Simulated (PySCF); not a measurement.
SbI2, SMILES [I][Sb+][I] (connectivity only; charge and spin as stated), charge +1, multiplicity 1.

Geometry optimised at PBE0-D3(BJ)/def2-SVP. The multiplicity is an assumed one; other spin states were not compared. The isomer is the one that the SMILES or the coordinates give; other isomers of the formula were not compared. The def2 effective core potentials stand for the cores of I, Sb; spin–orbit coupling is left out.

Two levels are set side by side: TDA-PBE/def2-SVPD (PySCF) and TDA-M06-2X/def2-SVPD (PySCF). Vertical, same geometry. The lowest singlet is HOMO→LUMO 100 % with PBE and HOMO→LUMO 99 % with the other functional; states are paired by order. Differences are taken from unrounded values.

```json
[
 {"quantity": "lowest singlet excitation (eV)", "TDA-M06-2X": "2.37", "TDA-PBE": "1.68", "TDA-PBE minus TDA-M06-2X": "-0.69"},
 {"quantity": "lowest triplet excitation (TDA) (eV)", "TDA-M06-2X": "1.69", "TDA-PBE": "1.47", "TDA-PBE minus TDA-M06-2X": "-0.22"},
 {"quantity": "first bright state (f over 0.05) (eV)", "TDA-M06-2X": "3.25", "TDA-PBE": "2.86", "TDA-PBE minus TDA-M06-2X": "-0.40"},
 {"quantity": "its oscillator strength", "TDA-M06-2X": "0.06", "TDA-PBE": "0.06", "TDA-PBE minus TDA-M06-2X": "0.00"}
]
```

A lower first singlet is the usual sign of a functional without exact exchange. Differences between two approximate levels are no errors against the true value.

Rough cost on one machine, each run with all the roots and properties that it gave: TDA-M06-2X against TDA-PBE about 4 times.
